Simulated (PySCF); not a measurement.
F4Ti, triplet, at a GFN2-xTB geometry (such geometries of metal compounds can be far from the true shape) (the multiplicity is a formal guess); B3LYP/STO-3G (PySCF).

Here is a job for PySCF.
```python
from pyscf import gto, scf, dft

mol = gto.M(
    atom='''
Ti   -0.00000000   -0.00000000   -0.00000000
F     1.25633748    0.24806843   -1.23212847
F     1.13924286   -0.58019840    1.23432488
F    -1.27182203   -0.37572621   -1.18294586
F    -1.12375831    0.70785618    1.18074945
''',
    basis='sto-3g',
    spin=2,
    verbose=4,
)

mf = dft.UKS(mol)
mf.xc = 'b3lyp'
mf.kernel()
```

Output, abridged:

```
PySCF version 2.14.0

[INPUT] verbose = 4
[INPUT] num. atoms = 5
[INPUT] num. electrons = 58
[INPUT] charge = 0
[INPUT] spin (= nelec alpha-beta = 2S) = 2
[INPUT] symmetry False subgroup None
[INPUT] Mole.unit = angstrom
[INPUT] Symbol           X                Y                Z      unit          X                Y                Z       unit  Magmom
[INPUT]  1 Ti     0.000000000000   0.000000000000   0.000000000000 AA    0.000000000000   0.000000000000   0.000000000000 Bohr   0.0
[INPUT]  2 F      1.256337480000   0.248068430000  -1.232128470000 AA    2.374133757226   0.468781392851  -2.328385358579 Bohr   0.0
[INPUT]  3 F      1.139242860000  -0.580198400000   1.234324880000 AA    2.152856994766  -1.096416073911   2.332535971937 Bohr   0.0
[INPUT]  4 F     -1.271822030000  -0.375726210000  -1.182945860000 AA   -2.403395315888  -0.710019634721  -2.235443695588 Bohr   0.0
[INPUT]  5 F     -1.123758310000   0.707856180000   1.180749450000 AA   -2.123595436104   1.337654315781   2.231293082231 Bohr   0.0

nuclear repulsion = 326.734598390528
number of shells = 20
number of NR pGTOs = 114
number of NR cGTOs = 38
basis = sto-3g
ecp = {}

******** <class 'pyscf.dft.uks.UKS'> ********
method = UKS
initial guess = minao
damping factor = 0
level_shift factor = 0
DIIS = <class 'pyscf.scf.diis.CDIIS'>
diis_start_cycle = 1
diis_space = 8
diis_damp = 0
SCF conv_tol = 1e-09
SCF conv_tol_grad = None
SCF max_cycles = 50
direct_scf = True
direct_scf_tol = 1e-13
number electrons alpha = 30  beta = 28
XC library pyscf.dft.libxc version 7.1.2
    S. Lehtola, C. Steigemann, M. J. T. Oliveira, and M. A. L. Marques,  SoftwareX 7, 1–5 (2018)
XC functionals = b3lyp
    P. J. Stephens, F. J. Devlin, C. F. Chabalowski, and M. J. Frisch,  J. Phys. Chem. 98, 11623 (1994)
radial grids:
    Treutler-Ahlrichs [JCP 102, 346 (1995); DOI:10.1063/1.469408] (M4) radial grids

becke partition: Becke, JCP 88, 2547 (1988); DOI:10.1063/1.454033
pruning grids: <function nwchem_prune>
grids dens level: 3
symmetrized grids: False
atomic radii adjust function: <function treutler_atomic_radii_adjust>
small_rho_cutoff = 0
Set gradient conv threshold to 3.16228e-05
tot grids = 77952
init E= -1233.48458686488

cycle= 1 E= -1234.37372370459  delta_E= -0.889  |g|= 0.35  |ddm|= 2.37

cycle= 2 E= -1234.17421336456  delta_E=  0.2  |g|= 0.731  |ddm|=  1.2

cycle= 3 E= -1234.46633327537  delta_E= -0.292  |g|= 0.0289  |ddm|= 0.702

cycle= 4 E= -1234.46689499553  delta_E= -0.000562  |g|= 0.0021  |ddm|= 0.0357

cycle= 5 E= -1234.46684200808  delta_E= 5.3e-05  |g|= 0.00882  |ddm|= 0.019

cycle= 6 E= -1234.46689993723  delta_E= -5.79e-05  |g|= 0.000173  |ddm|= 0.0157

cycle= 7 E= -1234.46689995239  delta_E= -1.52e-08  |g|= 0.000146  |ddm|= 0.000465

cycle= 8 E= -1234.46689996836  delta_E= -1.6e-08  |g|= 3.32e-05  |ddm|= 0.00025

cycle= 9 E= -1234.46689996603  delta_E= 2.34e-09  |g|= 6.66e-05  |ddm|= 0.000154

cycle= 10 E= -1234.46689996933  delta_E= -3.31e-09  |g|= 3.66e-06  |ddm|= 0.000122

cycle= 11 E= -1234.46689996934  delta_E= -1.09e-11  |g|= 1.16e-06  |ddm|= 7.15e-06

Extra cycle  E= -1234.46689996932  delta_E= 1.77e-11  |g|= 4.99e-06  |ddm|= 9.89e-06
converged SCF energy = -1234.46689996932  <S^2> = 2.0070036  2S+1 = 3.0046655
```
